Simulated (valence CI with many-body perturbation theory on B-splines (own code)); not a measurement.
# Xe³⁺: electric-dipole lines

Computed by relativistic CI+MBPT: five valence electrons over a frozen Dirac-Fock core [Kr] 4d10, a basis of 11 s, 11 p, 10 d, 8 f, 5 g, 2 h functions for each j, with the one-electron correlation potential Σ1, the two-electron term Σ2, the three-electron term Σ3, Breit, model QED; selected CI, second order for the rest, scaled by the run's own slope (own B-spline code, finite nucleus).

Set against measurement, 60 paired levels are off by 338 cm⁻¹ on average, the worst by 1240. These come from a selection out of Saloman, J. Phys. Chem. Ref. Data 33, 765 (2004). Levels without a partner in it may be off by more. Among the levels kept, up to 2500 cm⁻¹ of a level comes from second order outside the variational space, and about a tenth of that is noise between levels of different J, which matters for small intervals. 9 measured levels below the end of the list, from 133027 cm⁻¹ on, found no clear computed partner, and computed levels of the same name lie up to 50070 cm⁻¹ from them.

Lines 251 to 300 of 600 in falling wavelength, among levels below 253805 cm⁻¹, chosen from the strongest by gf and those to the six lowest levels. Wavelengths and rates use the calculated energies, so an error of 300 cm⁻¹ moves a line at 210.2 nm by 0.63 % and its rate by three times that or more. Electric multipoles are in the length gauge, E1 and E2 with the static RPA response of the core. Weak lines are less certain than strong ones. Lines between different terms over intervals too small for the method are left out, as are lines whose strength nearly cancels. Where a level lies close to another of its J and parity, the split of strength between their lines is uncertain. The highest levels of a list are the least certain.

Names give the largest LS component (configuration and term), which can be under half, so a name can repeat, a term be missing and a line seem to break the LS rules; names also repeat where a configuration has a term twice. Letters in brackets count levels of one name in rising energy.

| λ vac (nm) | λ from measured levels | Upper | Lower | A (s⁻¹) | S (a.u.) |
| --- | --- | --- | --- | --- | --- |
| 210.4 |  | 4f5s²5p² ²F°_5/2 [b] | 5s²5p²5d ⁴P_5/2 | 2.80e+07 | 7.72e-01 |
| 210.2 | 214.5 | 4f5s²5p² ⁴G°_9/2 | 5s²5p²5d ⁴F_7/2 | 2.21e+08 | 1.01e+01 |
| 210.0 |  | 4f5s²5p² ²F°_5/2 [c] | 5s²5p²5d ⁴P_3/2 | 2.16e+07 | 5.91e-01 |
| 209.6 |  | 5s²5p²6d ²F_7/2 [b] | 4f5s²5p² ²G°_9/2 [b] | 6.84e+07 | 2.49e+00 |
| 209.4 | 213.9 | 4f5s²5p² ⁴F°_3/2 | 5s²5p²5d ⁴D_1/2 | 7.38e+07 | 1.34e+00 |
| 209.4 |  | 5s²5p²6d ⁴D_3/2 | 4f5s²5p² ⁴F°_5/2 | 4.28e+07 | 7.76e-01 |
| 208.8 |  | 5s²5p²6d ²F_7/2 [a] | 5s²5p²6p ⁴D°_5/2 | 8.37e+07 | 3.01e+00 |
| 208.7 |  | 5s²5p²6d ⁴D_5/2 | 5s²5p²6p ²D°_5/2 [a] | 2.82e+08 | 7.60e+00 |
| 208.5 |  | 5s²5p²7s ⁴P_3/2 | 5s²5p²6p ⁴D°_3/2 [b] | 1.16e+08 | 2.07e+00 |
| 208.1 |  | 4f5s²5p² ⁴G°_5/2 | 5s²5p²5d ⁴F_3/2 [a] | 1.14e+08 | 3.04e+00 |
| 208.0 |  | 5s²5p²7s ²P_1/2 | 4f5s²5p² ⁴D°_3/2 | 1.02e+08 | 9.03e-01 |
| 207.9 |  | 5s²5p²6d ²F_5/2 | 5s²5p²6p ⁴D°_3/2 [b] | 1.04e+08 | 2.76e+00 |
| 207.4 |  | 5s²5p²6d ⁴P_3/2 | 5s²5p²6p ²D°_5/2 [a] | 1.99e+08 | 3.51e+00 |
| 207.1 |  | 4f5s²5p² ²H°_11/2 | 5s²5p²5d ²G_9/2 | 2.64e+08 | 1.39e+01 |
| 206.5 |  | 5s²5p²7s ²P_3/2 | 4f5s²5p² ²D°_3/2 [a] | 5.03e+07 | 8.75e-01 |
| 206.1 |  | 5s²5p²6d ²D_5/2 | 4f5s²5p² ²D°_3/2 [a] | 3.07e+07 | 7.95e-01 |
| 206.0 |  | 5s²5p²6d ²P_3/2 | 5s²5p²6p ²S°_1/2 | 5.31e+08 | 9.16e+00 |
| 205.8 | 209.9 | 4f5s²5p² ⁴F°_7/2 | 5s²5p²5d ⁴D_5/2 | 7.78e+07 | 2.68e+00 |
| 205.0 |  | 5s²5p²6d ²P_1/2 | 4f5s²5p² ²D°_3/2 [a] | 1.15e+08 | 9.78e-01 |
| 204.8 |  | 5s²5p²7s ⁴P_5/2 | 5s²5p²6p ²D°_5/2 [a] | 1.98e+08 | 5.03e+00 |
| 204.7 |  | 5s²5p²7s ²P_1/2 | 5s²5p²6p ⁴D°_3/2 [b] | 1.71e+08 | 1.45e+00 |
| 204.6 | 208.3 | 4f5s²5p² ⁴D°_7/2 | 5s²5p²5d ²F_5/2 [a] | 2.04e+07 | 6.89e-01 |
| 204.0 |  | 5s²5p²6p ²P°_3/2 [c] | 5s²5p²6s ²D_5/2 | 1.75e+08 | 2.93e+00 |
| 203.9 |  | 4f5s²5p² ²F°_7/2 [c] | 5s²5p²5d ²D_5/2 [b] | 1.12e+08 | 3.75e+00 |
| 202.3 |  | 5s²5p²7s ⁴P_1/2 | 5s²5p²6p ⁴D°_1/2 | 3.20e+08 | 2.62e+00 |
| 202.2 |  | 5s²5p²6d ⁴D_1/2 | 5s²5p²6p ²S°_1/2 | 5.77e+08 | 4.71e+00 |
| 202.2 |  | 5s²5p²6d ⁴D_5/2 | 5s²5p²6p ⁴D°_5/2 | 8.82e+07 | 2.16e+00 |
| 202.1 |  | 5s²5p²6d ²P_1/2 | 5s²5p²6p ⁴P°_1/2 | 1.48e+08 | 1.20e+00 |
| 202.1 |  | 5s²5p²7s ²P_3/2 | 5s²5p²6p ²D°_5/2 [a] | 8.59e+07 | 1.40e+00 |
| 201.7 |  | 5s²5p²6d ²D_5/2 | 5s²5p²6p ²D°_5/2 [a] | 3.72e+07 | 9.05e-01 |
| 200.0 |  | 5s²5p²6d ²F_7/2 [b] | 5s²5p²6p ²D°_5/2 [a] | 6.70e+07 | 2.12e+00 |
| 199.5 |  | 4f5s²5p² ²F°_5/2 [a] | 5s²5p²5d ⁴D_7/2 | 1.01e+08 | 2.37e+00 |
| 199.0 | 199.0 | 5s²5p²6p ⁴D°_5/2 | 5s²5p²5d ⁴D_5/2 | 5.17e+07 | 1.21e+00 |
| 198.6 |  | 5s²5p²6d ⁴D_1/2 | 4f5s²5p² ⁴F°_3/2 | 9.61e+07 | 7.43e-01 |
| 198.5 |  | 5s²5p²7s ⁴P_5/2 | 5s²5p²6p ⁴D°_5/2 | 3.83e+07 | 8.87e-01 |
| 198.0 |  | 5s²5p²7s ⁴P_3/2 | 5s²5p²6p ²S°_1/2 | 1.56e+08 | 2.39e+00 |
| 197.4 |  | 5s²5p²6d ²D_3/2 | 5s²5p²6p ²D°_5/2 [a] | 4.48e+07 | 6.80e-01 |
| 196.5 | 201.7 | 4f5s²5p² ⁴D°_3/2 | 5s²5p²5d ⁴D_3/2 | 6.36e+07 | 9.54e-01 |
| 196.2 |  | 4f5s²5p² ²F°_7/2 [b] | 5s²5p²5d ²D_5/2 [a] | 5.73e+07 | 1.71e+00 |
| 196.0 |  | 5s²5p²7s ²P_3/2 | 5s²5p²6p ⁴D°_5/2 | 4.71e+07 | 7.01e-01 |
| 195.8 |  | 5s²5p²6p ⁴S°_3/2 | 5s²5p²5d ⁴D_5/2 | 1.83e+08 | 2.72e+00 |
| 195.6 |  | 5s²5p²6d ⁴D_5/2 | 4f5s²5p² ⁴F°_7/2 | 5.91e+07 | 1.31e+00 |
| 195.4 |  | 4f5s²5p² ²H°_9/2 | 5s²5p²5d ²G_9/2 | 2.08e+07 | 7.67e-01 |
| 195.3 | 198.8 | 4f5s²5p² ⁴F°_5/2 | 5s²5p²5d ⁴D_3/2 | 6.32e+07 | 1.39e+00 |
| 194.9 |  | 5s²5p²6d ⁴P_3/2 | 4f5s²5p² ⁴F°_5/2 | 5.39e+07 | 7.87e-01 |
| 194.6 |  | 5s²5p²6d ²D_3/2 | 5s²5p²6p ⁴S°_3/2 | 6.43e+07 | 9.35e-01 |
| 194.6 |  | 5s²5p²7s ²P_1/2 | 5s²5p²6p ²S°_1/2 | 7.31e+07 | 5.32e-01 |
| 194.4 |  | 5s²5p²6d ²P_3/2 | 5s²5p²6p ⁴D°_3/2 [a] | 4.58e+07 | 6.64e-01 |
| 194.1 |  | 5s²5p²6d ²F_7/2 [b] | 5s²5p²6p ⁴D°_5/2 | 2.51e+07 | 7.25e-01 |
| 193.7 |  | 5s²5p²6d ⁴P_3/2 | 4f5s²5p² ⁴D°_3/2 | 8.55e+07 | 1.23e+00 |
